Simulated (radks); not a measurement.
Values are calculated unless marked as measured or tabulated.
Task: The mean radii <r> (bohr) of the occupied orbitals of an atom or ion are listed with their occupations. Code: a radial shooting solver on a logarithmic mesh with Libxc functionals. Model: scalar-relativistic Kohn-Sham, PBE, spin-polarised, spherical densities, finite nucleus; Fermi nuclear charge, rms radius of each element as measured or else 0.836 A^(1/3) + 0.57 fm.

| orbital | occ. | <r> |
|---|---|---|
| 1s up | 1 | 0.06645 |
| 1s down | 1 | 0.06644 |
| 2s up | 1 | 0.3083 |
| 2s down | 1 | 0.3081 |
| 2p up | 3 | 0.2742 |
| 2p down | 3 | 0.2740 |
| 3s up | 1 | 0.9243 |
| 3s down | 1 | 0.9246 |
| 3p up | 3 | 0.9727 |
| 3p down | 3 | 0.9729 |
| 3d up | 1 | 1.102 |
| 4p up | 1 | 2.712 |

Name the element and its charge. Open shells, if any, are filled with parallel spins first.

Result: Z = 23, vanadium, charge +3: V3+ in [Ar] 3d1 4p1. The 1s radius gives Z: for a bare nucleus <r> = (2 gamma + 1)/(2Z) with gamma = sqrt(1 - (Z/c)^2), 0.0646 bohr for Z = 23, and screening makes it slightly larger (0.06645 here). The occupations add up to 20, and the charge is Z minus that.
